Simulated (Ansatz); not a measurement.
Reaction (ligand exchange at a B–C bond): `BBC(=N)O` + HCl → `BBCl` + `N=CO`

Isolated molecules relaxed with PBE0-D4/def2-TZVP in Ansatz; ΔE leaves out vibrations. CBS: MP2 limit from def2 TZ/QZ plus the TZ coupled-cluster correction, frozen cores. This one scheme is used for every species. Functionals use def2-TZVPP. One conformer a species, not always the lowest.

```json
{"level": "r2SCANh-D4", "ΔE (eV)": "-1.06"}
{"level": "r2SCAN0", "ΔE (eV)": "-1.09"}
{"level": "SCS-MP2/def2-QZVPP", "ΔE (eV)": "-1.10"}
{"level": "MP2/CBS(def2)", "ΔE (eV)": "-1.11"}
```

What does CCSD(T)/CBS give? (An estimate is asked.)

Ansatz gave: -1.06 eV. The listed levels differ from it by 0.00, -0.03, -0.04, -0.05 eV.

Largest T1 diagnostic among the species: 0.015.

From BLYP to BHLYP (50 % exact exchange), in def2-TZVPP and without D4, ΔE moves by −0.07 eV. Leaving LDA and LC-ωPBE aside and taking each functional with its dispersion term where it has one, the values, not all of them listed here, spread over 0.12 eV, from PBE-QIDH to BLYP-D4. LDA lies +0.05 eV from PBE without D4.
